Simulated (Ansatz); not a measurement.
**Redistribution: Si(CH3)3Cl + SiH2(NH2)(SiH3) → Si(CH3)3(NH2) + SiH2(SiH3)Cl**

Gas-phase species: Si(CH3)3Cl (chlorotrimethylsilane), singlet; SiH2(NH2)(SiH3), singlet; Si(CH3)3(NH2), singlet; SiH2(SiH3)Cl, singlet. The partners trade Cl for NH2; both sit on Si, so the bond types are kept.

Shapes, held fixed at every level: PBE0-D4/def2-TZVP. Flexible molecules stand in one conformer, not always the lowest. Programs: Ansatz 0.2.0. Electronic energies: no zero-point or thermal term.

| level | kind | ΔE (kJ/mol) | less CCSD(T)/CBS estimate |
| --- | --- | --- | --- |
| HF/def2-SVP | Hartree–Fock | +13.8 | +4.3 |
| HF/def2-TZVPP | Hartree–Fock | +10.2 | +0.7 |
| r2SCAN-D4/def2-TZVPP | meta-GGA | +11.1 | +1.6 |
| B3LYP-D4/def2-TZVPP | global hybrid | +10.4 | +0.9 |
| B2PLYP/def2-TZVPP | double hybrid | +10.4 | +0.9 |
| MP2/def2-TZVPP | perturbation theory | +11.4 | +1.9 |
| CCSD(T)/CBS estimate | coupled cluster or CI | +9.5 | 0.0 |

The highest level, CCSD(T)/CBS estimate, gives ΔE = +9.5 kJ/mol; the levels span +9.5 to +13.8. The column of differences is taken from that level and isn't an error. No measured value is set beside it here. The CBS estimate extrapolates MP2 from def2-TZVPP and def2-QZVPP and adds CCSD(T) − MP2 in the triple-zeta set, cores frozen.
